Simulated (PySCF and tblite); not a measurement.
Values are calculated unless marked as measured or tabulated.
C₅H₇N₃O, numbered as in [H]/[N:8]=[CH:7]\[c:6]1[o:5][n:4][c:3]([CH2:2][CH3:1])[n:9]1.

Level: B3LYP-D3(BJ)/def2-SVP (IEF-PCM, methanol)//GFN2-xTB, thermal terms from GFN2-xTB, symmetry numbers and mirror pairs counted. Conformers within 3 kcal/mol (GFN2-xTB free energy) were kept, 5 at most. GIAO shieldings: KT2/pcSseg-1 (IEF-PCM, methanol). Shifts are against TMS (¹H), TMS (¹³C) at the same level. Programs: PySCF with density fitting and tblite.

Torsions listed: C1–C2–C3–N4, O5–C6–C7–N8. Of a mirror pair one member is shown.

| conformer | shape | symmetry | E(GFN2) kcal/mol | E(DFT) kcal/mol |
| --- | --- | --- | --- | --- |
| 1 | 113°, 180° | C1 (pair) | 0.00 | 0.00 |
| 2 | -114°, 0° | C1 (pair) | 0.74 | 0.20 |

**Question.** How much do the weights at 298.15 K and the averaged shift of C6 depend on how the conformers are weighted?

**Answer.** 
```csv
weighting,1 (%),2 (%),δ (ppm),rms dipole (D)
"DFT energy with thermal terms, symmetry and mirror images (full scheme)",60,40,167.3,2.10
DFT energy with symmetry and mirror images,58,42,167.2,2.10
bare DFT energy,58,42,167.2,2.10
GFN2-xTB energy with symmetry and mirror images,78,22,167.7,2.09
GFN2-xTB free energy,79,21,167.7,2.09
leading conformer alone,100,0,168.2,2.09
equal weights,50,50,167.1,2.10
```

The largest departure from the full scheme, 0.9 ppm, comes with: leading conformer alone.


Conformer gaps in def2-SVP on xTB geometries can be 2 kcal/mol too large for S=O, P=O and other polar bonds.